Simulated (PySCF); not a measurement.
# How methods differ on the ionisation energy of I¹⁶⁺

I¹⁶⁺ [Kr] 4d1 [4d3/2^1, M_J = 3/2] → I¹⁷⁺ [Kr], as a difference of total energies. Calculation: PySCF 2.14, in an even-tempered Gaussian basis (18 s from 0.84 bohr⁻², ratio 2.8; 14 p from 1.1 bohr⁻², ratio 2.8; 9 d from 1.1 bohr⁻², ratio 2.8; 4 f from 3.8 bohr⁻², ratio 3); the two-component X2C-1e Hamiltonian. Correlated levels: [Ar] 3d10 frozen; the 94 highest virtual spinors dropped. "Screened" scales the spin-orbit matrix elements by Boettger's factors to mimic the two-electron term; Breit and QED terms are absent.

```tsv
method	ionisation energy (eV)
GHF (screened spin-orbit)	393.38
GMP2 (screened spin-orbit)	393.87
```

Q: How much does correlation contribute at GMP2 (screened spin-orbit)?

A: 393.87 − (393.38) = 0.49 eV, measured against GHF (screened spin-orbit).

Breit and QED terms and the two-electron picture change are absent.

For comparison: 393 ± 3 eV (theoretical estimate listed by NIST; NIST Atomic Spectra Database, ionization energies).
